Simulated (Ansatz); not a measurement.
Mulliken charges of BClGeH6Si, SMILES `[SiH3][BH][GeH2][Cl]` from PBE/def2-TZVPP in Ansatz (PBE0-D4/def2-TZVP geometry).

```
atom   x (Å)   y (Å)   z (Å)  charge (e)
 Si1  -0.796   1.640   0.197       0.076
  B2  -0.162   0.002  -0.774       0.028
 Ge3   0.876  -1.479   0.193       0.253
 Cl4   1.200  -3.212  -1.070      -0.312
  H5  -0.644   2.873  -0.622      -0.039
  H6  -0.137   1.850   1.514      -0.046
  H7  -2.252   1.409   0.439      -0.035
  H8  -0.423  -0.136  -1.931       0.067
  H9   0.145  -2.004   1.442       0.006
 H10   2.277  -0.995   0.613       0.003
```

Problem. By hand: the dipole of these point charges (1 e Å = 4.8032 D).

Solution. Σ q r = (-0.128, 0.482, 0.196) e Å, of length 0.536 e Å = 2.57 D.

Problem. How does the dipole of the full density compare? (An estimate is asked.)

Solution. Ansatz gave: (-0.121, 0.411, 0.151) e Å, 2.18 D; the point charges give 1.18 times that, at 2° from its direction.

Point charges leave out the atoms' own dipoles, such as those of lone pairs, and Mulliken's split depends on the basis, so the two needn't agree.
